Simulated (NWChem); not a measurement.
System: C₃H₇NS; SMILES N(=C\CS)/C

Here is an NWChem input.

```
start job
memory heap 200 mb stack 900 mb global 1100 mb
geometry units angstroms noautosym nocenter noautoz
  C      0.445045    -2.746465    -0.061827
  N     -0.146375    -1.529944     0.441508
  C     -0.331758    -0.560955    -0.369781
  C     -0.902982     0.744667     0.094224
  S      0.352801     2.087465    -0.031185
  H      1.368811    -2.973641     0.512782
  H     -0.244790    -3.597771     0.123341
  H      0.699283    -2.724188    -1.150768
  H     -0.035724    -0.610465    -1.450199
  H     -1.286097     0.650137     1.128583
  H     -1.726292     1.080399    -0.569772
  H      1.224610     1.528974     0.855174
end
basis spherical
  * library 6-31g*
end
dft
  xc m06-2x
  iterations 150
end
cosmo
  do_cosmo_smd true
  solvent benzene
end
task dft energy
```

Excerpt of the output:

```
             Northwest Computational Chemistry Package (NWChem) 7.3.0
             --------------------------------------------------------

                             Geometry "geometry" -> ""
                             -------------------------

 Output coordinates in angstroms (scale by  1.889725989 to convert to a.u.)

  No.       Tag          Charge          X              Y              Z
 ---- ---------------- ---------- -------------- -------------- --------------
    1 C                    6.0000     0.44504500    -2.74646500    -0.06182700
    2 N                    7.0000    -0.14637500    -1.52994400     0.44150800
    3 C                    6.0000    -0.33175800    -0.56095500    -0.36978100
    4 C                    6.0000    -0.90298200     0.74466700     0.09422400
    5 S                   16.0000     0.35280100     2.08746500    -0.03118500
    6 H                    1.0000     1.36881100    -2.97364100     0.51278200
    7 H                    1.0000    -0.24479000    -3.59777100     0.12334100
    8 H                    1.0000     0.69928300    -2.72418800    -1.15076800
    9 H                    1.0000    -0.03572400    -0.61046500    -1.45019900
   10 H                    1.0000    -1.28609700     0.65013700     1.12858300
   11 H                    1.0000    -1.72629200     1.08039900    -0.56977200
   12 H                    1.0000     1.22461000     1.52897400     0.85517400

 Effective nuclear repulsion energy (a.u.)     208.5522345337

                                 NWChem DFT Module
                                 -----------------

 Summary of "ao basis" -> "ao basis" (spherical)
 ------------------------------------------------------------------------------
       Tag                 Description            Shells   Functions and Types
 ---------------- ------------------------------  ------  ---------------------
 C                           6-31g*                  6       14   3s2p1d
 N                           6-31g*                  6       14   3s2p1d
 S                           6-31g*                  8       18   4s3p1d
 H                           6-31g*                  2        2   2s

 in cosmo_initialize ...
 calling solv_data for solv:benzene

 solvent parameters
 solvname_short: benzene
 solvname_long:  benzene
 dielec:        2.2706
 dielecinf:     2.2533
 nonaqueous SMD model solvent descriptors
 dielec:        2.2706
 sola:          0.0000
 solb:          0.1400
 solc:          1.0000
 solg:         40.6200
 solh:          0.0000
 soln:          1.5011

          ---------------
          -cosmo- solvent
          ---------------
 Cosmo: York-Karplus, doi: 10.1021/jp992097l
 dielectric constant -eps-     =   2.27
 screen = (eps-1)/(eps    )    =   0.55959
 surface charge correction     = lagrangian

   van der Waals surface
 --------------------------

[...]

                                COSMO-SMD solvation results
                                ---------------------------

             internal energy in gas <Psi(g)|H|Psi(g)> =      -571.313465321584
         internal energy in solvent <Psi(s)|H|Psi(s)> =      -571.313137804587
                               delta internal energy  =         0.000327516997 (    0.21 kcal/mol)
   total free energy in solvent <Psi(s)|H+V/2|Psi(s)> =      -571.318204182856
 polarization energy contribution <Psi(s)|V/2|Psi(s)> =        -0.005066378269 (   -3.18 kcal/mol)
    total free energy in solvent including G(SMD-CDS) =      -571.321441550989
                       G(SMD-CDS) energy contribution =        -0.003237368133 (   -2.03 kcal/mol)
     1 M fixed-concentration free energy of solvation =        -0.007976229405 (   -5.01 kcal/mol)

                       DFT Final Molecular Orbital Analysis
                       ------------------------------------

 Vector   22  Occ=2.000000D+00  E=-3.467151D-01
              MO Center= -4.4D-02, -7.8D-01,  5.4D-02, r^2= 4.1D+00
   Bfn.  Coefficient  Atom+Function         Bfn.  Coefficient  Atom+Function
  ----- ------------  ---------------      ----- ------------  ---------------
    17      0.319835   2 N  px               31      0.283781   3 C  px
    21      0.229511   2 N  px               35      0.204406   3 C  px
    64      0.182572   5 S  py               63      0.174478   5 S  px
     3     -0.160922   1 C  px               65     -0.158735   5 S  pz
    45     -0.140162   4 C  px               76     -0.138695   6 H  s

 Vector   23  Occ=2.000000D+00  E=-3.231606D-01
              MO Center= -7.8D-02, -1.3D+00,  2.3D-01, r^2= 2.6D+00
   Bfn.  Coefficient  Atom+Function         Bfn.  Coefficient  Atom+Function
  ----- ------------  ---------------      ----- ------------  ---------------
    19      0.470209   2 N  pz               23      0.373006   2 N  pz
    20      0.262281   2 N  s                82      0.206914   9 H  s
    80      0.185308   8 H  s                 5     -0.148862   1 C  pz
    48     -0.149214   4 C  s                33     -0.148355   3 C  pz
    81      0.135171   9 H  s                65      0.131999   5 S  pz

 Vector   24  Occ=2.000000D+00  E=-2.992113D-01
              MO Center=  2.4D-01,  1.7D+00,  1.1D-02, r^2= 2.7D+00
   Bfn.  Coefficient  Atom+Function         Bfn.  Coefficient  Atom+Function
  ----- ------------  ---------------      ----- ------------  ---------------
    65      0.479264   5 S  pz               64      0.352152   5 S  py
    69      0.308013   5 S  pz               63     -0.272049   5 S  px
    68      0.231590   5 S  py               61     -0.180042   5 S  pz
    67     -0.174900   5 S  px               60     -0.131976   5 S  py
    84     -0.125640  10 H  s                17      0.121059   2 N  px

 Vector   25  Occ=0.000000D+00  E= 2.893778D-02
              MO Center= -1.4D-01, -2.7D-01, -2.6D-02, r^2= 4.0D+00
   Bfn.  Coefficient  Atom+Function         Bfn.  Coefficient  Atom+Function
  ----- ------------  ---------------      ----- ------------  ---------------
    35     -0.438501   3 C  px               21      0.430118   2 N  px
    67     -0.361472   5 S  px               17      0.347422   2 N  px
    31     -0.346029   3 C  px               68     -0.302212   5 S  py
    48     -0.278052   4 C  s                50     -0.242661   4 C  py
    64     -0.223254   5 S  py               36     -0.205545   3 C  py

 Vector   26  Occ=0.000000D+00  E= 7.238089D-02
              MO Center=  2.4D-01,  1.5D+00,  7.1D-02, r^2= 4.2D+00
   Bfn.  Coefficient  Atom+Function         Bfn.  Coefficient  Atom+Function
  ----- ------------  ---------------      ----- ------------  ---------------
    88      1.025557  12 H  s                48     -0.929395   4 C  s
    67     -0.852075   5 S  px               69     -0.429009   5 S  pz
    63     -0.324091   5 S  px               86      0.300118  11 H  s
    50     -0.278366   4 C  py               84      0.267792  10 H  s
    20     -0.220193   2 N  s                35      0.212195   3 C  px

 Vector   27  Occ=0.000000D+00  E= 1.219605D-01
              MO Center=  3.9D-01,  1.5D+00,  2.3D-01, r^2= 3.8D+00
   Bfn.  Coefficient  Atom+Function         Bfn.  Coefficient  Atom+Function
  ----- ------------  ---------------      ----- ------------  ---------------
    66      1.260830   5 S  s                88     -1.251672  12 H  s
    68     -0.957778   5 S  py               48     -0.936059   4 C  s
    69      0.561551   5 S  pz               50     -0.558538   4 C  py
    49     -0.526926   4 C  px               62      0.319781   5 S  s
    35      0.248051   3 C  px               64     -0.235894   5 S  py

     Multipole analysis of the density
     ---------------------------------

     L   x y z        total         alpha         beta         nuclear
     -   - - -        -----         -----         ----         -------
     0   0 0 0     -0.000000    -24.000000    -24.000000     48.000000

     1   1 0 0     -0.039946      0.091689      0.091689     -0.223324
     1   0 1 0     -0.544191     -0.902091     -0.902091      1.259992
     1   0 0 1     -0.332476     -0.181765     -0.181765      0.031054

     2   2 0 0    -27.030129    -44.655002    -44.655002     62.279874
     2   1 1 0     -1.523257      4.242141      4.242141    -10.007539
     2   1 0 1      1.711216      0.980155      0.980155     -0.249094
     2   0 2 0    -30.389899   -318.890660   -318.890660    607.391421
     2   0 1 1      1.899187      0.250050      0.250050      1.399086
     2   0 0 2    -29.256436    -29.469316    -29.469316     29.682195
```

Level: M06-2X/6-31G* (spherical d), SMD on the gas-phase geometry. Structure relaxed at the PBE-D3(BJ)/def2-SVP level. No frequency run checked for a minimum. Solvent: benzene.
